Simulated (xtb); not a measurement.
C$_{2}$H$_{9}$AlN (SMILES [CH3][Al]([CH3])<-[NH3]), doublet, at a GFN2-xTB geometry (such geometries of metal compounds can be far from the true shape) (the spin is typed, not shown lowest); GFN1-xTB (xtb).

The xtb input:
```
$ xtb mol.xyz --gfn 1 --uhf 1 --etemp 3000 --json

# file mol.xyz
13

Al     0.45612501     0.14400214     0.58553422
C      1.18040402     1.02448517    -1.10446545
H      2.00314753     0.45334385    -1.55194589
H      1.59408064     2.01416057    -0.88401319
H      0.44282261     1.18205973    -1.90181117
C     -1.48074391     0.53159024     1.08975994
H     -1.92499362    -0.27422218     1.68696724
H     -2.15887810     0.70017555     0.24339754
H     -1.55151213     1.43153730     1.70965678
N     -0.21172714    -1.59855754    -0.61587026
H     -0.84351527    -1.16649869    -1.28504584
H     -0.73313935    -2.29622058    -0.09560394
H      0.52649194    -2.06291305    -1.13422149
```

It wrote (shortened):

```
   ID    Z sym.   atoms
    1   13 Al     1
    2    6 C      2, 6
    3    1 H      3-5, 7-9, 11-13
    4    7 N      10

           -------------------------------------------------
          |                Calculation Setup                |
           -------------------------------------------------

           -------------------------------------------------
          |                 G F N 1 - x T B                 |
           -------------------------------------------------

          ...................................................
          :                      SETUP                      :
          :.................................................:
          :  # basis functions                  40          :
          :  # atomic orbitals                  39          :
          :  # shells                           27          :
          :  # electrons                        25          :
          :  # halogen bonds                     0          :
          :  max. iterations                   250          :
          :  Hamiltonian                  GFN1-xTB          :
          :  restarted?                      false          :
          :  GBSA solvation                  false          :
          :  PC potential                    false          :
          :  electronic temp.         3000.0000000     K    :
          :  accuracy                    1.0000000          :
          :  -> integral cutoff          0.2500000E+02      :
          :  -> integral neglect         0.1000000E-07      :
          :  -> SCF convergence          0.1000000E-05 Eh   :
          :  -> wf. convergence          0.2000000E-04 e    :
          :  Broyden damping             0.4000000          :
          :  net charge                          0          :
          :  unpaired electrons                  1          :
          ...................................................

 iter      E             dE          RMSdq      gap      omega  full diag
   1    -13.6454687 -0.136455E+02  0.677E+00    5.01       0.0  T
   2    -13.6741967 -0.287280E-01  0.408E+00    4.05       1.0  T
   3    -13.6752247 -0.102795E-02  0.517E-01    3.34       1.0  T
   4    -13.6756065 -0.381790E-03  0.686E-02    3.46       1.0  T
   5    -13.6756259 -0.194665E-04  0.192E-02    3.51       1.4  T
   6    -13.6756267 -0.814509E-06  0.109E-03    3.52      25.6  T
   7    -13.6756267 -0.568009E-08  0.282E-04    3.52      98.5  T
   8    -13.6756267 -0.712813E-09  0.867E-05    3.52     319.8  T
   9    -13.6756267 -0.419718E-10  0.170E-05    3.52    1632.2  T

   *** convergence criteria satisfied after 9 iterations ***

         :::::::::::::::::::::::::::::::::::::::::::::::::::::
         ::                     SUMMARY                     ::
         :::::::::::::::::::::::::::::::::::::::::::::::::::::
         :: total energy             -13.521328901614 Eh    ::
         :: gradient norm              0.043141949875 Eh/a0 ::
         :: HOMO-LUMO gap              3.517177205111 eV    ::
         ::.................................................::
         :: SCC energy               -13.675626744511 Eh    ::
         :: -> electrostatic           0.022030917673 Eh    ::
         :: repulsion energy           0.158034337016 Eh    ::
         :: dispersion energy         -0.003736494119 Eh    ::
         :: halogen bond corr.         0.000000000000 Eh    ::
         :: add. restraining           0.000000000000 Eh    ::
         :: total charge              -0.000000000724 e     ::
         :::::::::::::::::::::::::::::::::::::::::::::::::::::

           -------------------------------------------------
          |                Property Printout                |
           -------------------------------------------------

    * Orbital Energies and Occupations

         #    Occupation            Energy/Eh            Energy/eV
      -------------------------------------------------------------
         1        2.0000           -0.7919628             -21.5504
         2        2.0000           -0.5886303             -16.0174
         3        2.0000           -0.5845299             -15.9059
         4        2.0000           -0.5777180             -15.7205
         5        2.0000           -0.5761832             -15.6787
         6        2.0000           -0.5053452             -13.7511
         7        2.0000           -0.4807030             -13.0806
         8        2.0000           -0.4786978             -13.0260
         9        2.0000           -0.4750343             -12.9263
        10        2.0000           -0.4733723             -12.8811
        11        2.0000           -0.4463277             -12.1452
        12        1.9900           -0.3789490             -10.3117
        13        1.0089           -0.2916675              -7.9367 (HOMO)
        14        0.0011           -0.1624137              -4.4195 (LUMO)
        15        0.0000           -0.1194637              -3.2508
        16        0.0000           -0.1159788              -3.1559
        17        0.0000           -0.0945933              -2.5740
        18        0.0000           -0.0932987              -2.5388
        19                         -0.0729984              -1.9864
        20                         -0.0670163              -1.8236
        21                         -0.0564528              -1.5362
        22                         -0.0348989              -0.9496
        23                          0.0029712               0.0809
        24                          0.0640544               1.7430
       ...                                ...                  ...
        39                          0.9011085              24.5204
      -------------------------------------------------------------
                  HL-Gap            0.1292539 Eh            3.5172 eV
             Fermi-level           -0.2812191 Eh           -7.6524 eV

  Mulliken/CM5 charges         n(s)   n(p)   n(d)
     1Al    0.14327  0.06781   1.651  0.967  0.238
     2C    -0.26346 -0.37937   1.032  3.232  0.000
     3H     0.02474  0.07780   0.975  0.000  0.000
     4H     0.03529  0.08806   0.965  0.000  0.000
     5H     0.03266  0.08532   0.967  0.000  0.000
     6C    -0.26346 -0.37937   1.032  3.232  0.000
     7H     0.02474  0.07780   0.975  0.000  0.000
     8H     0.03266  0.08532   0.967  0.000  0.000
     9H     0.03529  0.08806   0.965  0.000  0.000
    10N    -0.44960 -1.01727   1.445  4.004  0.000
    11H     0.22234  0.40933   0.778  0.000  0.000
    12H     0.21276  0.39825   0.787  0.000  0.000
    13H     0.21276  0.39825   0.787  0.000  0.000

Wiberg/Mayer (AO) data.
largest (>0.10) Wiberg bond orders for each atom

 ---------------------------------------------------------------------------
     #   Z sym  total        # sym  WBO       # sym  WBO       # sym  WBO
 ---------------------------------------------------------------------------
     1  13 Al   2.327 --     6 C    0.824     2 C    0.824    10 N    0.340
     2   6 C    3.791 --     3 H    0.942     4 H    0.939     5 H    0.933
                             1 Al   0.824     6 C    0.126
     3   1 H    1.002 --     2 C    0.942
     4   1 H    1.001 --     2 C    0.939
     5   1 H    0.997 --     2 C    0.933
     6   6 C    3.791 --     7 H    0.942     9 H    0.939     8 H    0.933
                             1 Al   0.824     2 C    0.126
     7   1 H    1.002 --     6 C    0.942
     8   1 H    0.997 --     6 C    0.933
     9   1 H    1.001 --     6 C    0.939
    10   7 N    3.183 --    12 H    0.942    13 H    0.942    11 H    0.933
                             1 Al   0.340
    11   1 H    0.957 --    10 N    0.933
    12   1 H    0.961 --    10 N    0.942
    13   1 H    0.961 --    10 N    0.942
 ---------------------------------------------------------------------------

Topologies differ in total number of bonds
Writing topology from bond orders to xtbtopo.mol

 dipole moment from electron density (au)
     X       Y       Z
  -0.3286  -1.6068  -0.7595  total (Debye):    4.594

           -------------------------------------------------
          | TOTAL ENERGY              -13.521328901614 Eh   |
          | GRADIENT NORM               0.043141949875 Eh/α |
          | HOMO-LUMO GAP               3.517177205111 eV   |
           -------------------------------------------------

normal termination of xtb
```
